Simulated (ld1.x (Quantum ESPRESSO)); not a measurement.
Which change was made? (Sm, TM)

```json
{
  "Element": "Sm",
  "Generator": "ld1.x (Quantum ESPRESSO) 7.5",
  "Type": "norm-conserving Troullier–Martins (Kleinman–Bylander form)",
  "Functional": "PBE",
  "Relativity": "scalar-relativistic",
  "Frozen core": "[Kr] 4d10 4f6",
  "Valence charge": "10",
  "Reference configuration": "5s2 5p6 5d0 6s0 6p0 (charge +2)",
  "Partial waves": "5p (bound): rc 2.45 bohr; 5d (bound, empty): rc 2.60 bohr; 5s (bound): rc 2.25 bohr",
  "Local potential": "the s channel",
  "Core correction": "a·sin(br)/r model core, default radius (core density twice the valence density)"
}
```

Cutoffs, loose and tight: the cutoffs (Ry, on a coarse ladder) from which the occupation-weighted sum of valence levels, in a spherical-Bessel basis at the reference potential, stays within 10 and 1 mRy of its value at 400 Ry. They do not see the model core or the augmentation charge, which bear on the density cutoff. Test errors are all-electron minus pseudo excitation energies from the reference, over the configurations 5s2 5p6 5d0 6s2 6p0; 5s2 5p6 5d0 6s1 6p0; 5s2 5p6 5d0 6s1.5 6p0; 5s2 5p6 5d1 6s0 6p0; 5s2 5p6 5d1 6s1 6p0; 5s2 5p6 5d0 6s0 6p2; 5s2 5p6 5d0 6s0 6p1; variants that change the core or the reference have their own tests. The largest error is taken over the tests solved by every variant that gives reliable tests at all, those not shown here included: 5s2 5p6 5d0 6s0 6p1; 5s2 5p6 5d0 6s0 6p2; 5s2 5p6 5d0 6s1 6p0; 5s2 5p6 5d1 6s0 6p0; 5s2 5p6 5d1 6s1 6p0.

The base gives: outcome: generated; cutoff, loose: 21 Ry; cutoff, tight: 35 Ry; bound ghosts: none; largest test error (meV): +1113.

On the changes marked as counting shells twice: ld1.x takes every shell without a wave as core, so the model core holds the marked electrons as well and exchange and correlation see them twice. This cancels in the reference configuration, but the file is broken for other ones, and its errors say nothing about a proper core correction.

**Question.** After one change the result is: outcome: generated, misses its reference levels by 0.98 eV; cutoff, loose: 21 Ry; cutoff, tight: 35 Ry; bound ghosts: none; largest test error (meV): -2165 over the solved tests; 1 of 7 tests not solved or not reliable. Which change was it?
A. all radii but the core radius scaled by about 1.06 (s 2.40, p 2.60, d 2.76 bohr)
B. reference 5s2 5p6 5d0 6s1 6p1 (6p, 6s counted twice)
C. wave 5p (bound): rc 2.45 bohr becomes 5p (bound): rc 2.26 bohr

**Answer.** B. The others give: wave 5p (bound): rc 2.45 bohr becomes 5p (bound): rc 2.26 bohr → outcome: generated; cutoff, loose: 25 Ry; cutoff, tight: 40 Ry; bound ghosts: none; largest test error (meV): +1113 | all radii but the core radius scaled by about 1.06 (s 2.40, p 2.60, d 2.76 bohr) → outcome: generated; cutoff, loose: 18 Ry; cutoff, tight: 30 Ry; bound ghosts: none; largest test error (meV): +1445.
